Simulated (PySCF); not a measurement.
## BiPb: frontier orbitals

HSE06 at R = 2.801 Å; basis Bi def2-SVP with ECP60, Pb def2-SVP with ECP60; scalar-relativistic core potentials; PySCF 2.14. State: ²Π (doublet), unpaired electrons π ↑. Only the outer orbitals are listed, counted within each symmetry, core potentials removing the inner ones.

| spin | orbital | occ. | ε (eV) | on Bi (%) | main shells (%) |
| --- | --- | --- | --- | --- | --- |
| α | 7σ | 1 | -15.74 | 80 | 79 Bi s, 17 Pb s |
| α | 8σ | 1 | -12.42 | 23 | 77 Pb s, 18 Bi s |
| α | 5π | 1 | -5.61 | 74 | 74 Bi p, 25 Pb p |
| α | 9σ | 1 | -5.55 | 55 | 54 Bi p, 41 Pb p |
| α | 5π | 1 | -5.06 | 71 | 71 Bi p, 28 Pb p |
| α | 6π | 0 | -2.96 | 26 | 74 Pb p, 25 Bi p |
| α | 6π | 0 | -2.54 | 29 | 71 Pb p, 28 Bi p |
| α | 10σ | 0 | -0.35 | 37 | 65 Pb p, 41 Bi p |
| β | 7σ | 1 | -15.13 | 73 | 72 Bi s, 24 Pb s |
| β | 8σ | 1 | -12.24 | 28 | 71 Pb s, 24 Bi s |
| β | 9σ | 1 | -5.35 | 53 | 51 Bi p, 44 Pb p |
| β | 5π | 1 | -4.79 | 55 | 54 Bi p, 44 Pb p |
| β | 5π | 0 | -4.07 | 51 | 51 Bi p, 48 Pb p |
| β | 6π | 0 | -2.49 | 45 | 55 Pb p, 44 Bi p |
| β | 6π | 0 | -2.22 | 48 | 51 Pb p, 48 Bi p |

Question: Which are the highest filled and the lowest empty level, where do they sit, and how wide is the gap?

Answer: Highest filled β 5π at -4.79 eV (in %: 54 Bi p, 44 Pb p); lowest empty β 5π at -4.07 eV (in %: 51 Bi p, 48 Pb p); the gap at HSE06 is 0.72 eV. Both belong to one degenerate shell, split only by its one-sided filling, so this is no excitation gap.

```
bond order (Mayer)                               : 2.26
⟨S²⟩                                             : 0.780
charge on Bi (Mulliken, basis-dependent)         : -0.13
charge on Bi (Löwdin, basis-dependent)           : -0.06
dipole moment (positive dipole means Bi(−)Pb(+)) : 1.44 D
```

Spin–orbit coupling is left out, which matters for elements this heavy, above all for dissociation energies. The state is the lowest determinant that a PBE0 search found; another state may lie lower at other levels.
